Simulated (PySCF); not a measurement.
## Dipole response of Bi⁻ (bismuth, charge -1)

[Xe] 4f14 5d10 6s2 6p4, high-spin 3P determinant. Computed with PySCF 2.14 in aug-cc-pVTZ-PP with one added diffuse shell each of d, f type with ECP60MDF (6s5p5d3f, 67 functions), with scalar relativity through the core potential. Coupled (time-dependent) response in atomic units; α is the mean over directions.

| method | mean α (bohr³) | α xx, yy, zz | C₆ (like pair) | S(−4) |
| --- | --- | --- | --- | --- |
| UHF | 153.2 | 125.8, 208.0, 125.8 | 2573 | 13030 |

S(−4) is the Cauchy moment in α(ω) = α(0) + S(−4) ω² + …

Spin-orbit coupling is absent.

α(iu) at UHF:

| u (hartree) | α(iu) (bohr³) |
| --- | --- |
| 0 | 153.2 |
| 0.0500 | 129.4 |
| 0.100 | 96.22 |
| 0.200 | 56.32 |
| 0.300 | 36.78 |
| 0.500 | 19.42 |
| 0.750 | 11.09 |
| 1.00 | 7.346 |
| 1.50 | 4.075 |
| 2.00 | 2.651 |
| 3.00 | 1.399 |
| 5.00 | 0.5815 |

A single London oscillator, α(iu) = α/(1 + u²/ω²), gives C₆ = (3/4) ω α². Matching the computed C₆ needs ω = 4 × 2573 / (3 × 153.2²) = 0.146 hartree.

For an ion, C₆ is the dispersion term alone; charge-induced terms of lower order in 1/R come first.

The components differ because the open shell of this determinant is not spherical; for a pure term their mean is the scalar polarisability.

Energies and moments cover only the electrons outside the core potential. Spin-orbit coupling is strong in this species (close to jj coupling), so the high-spin LS determinant is a model state, not a physical level.
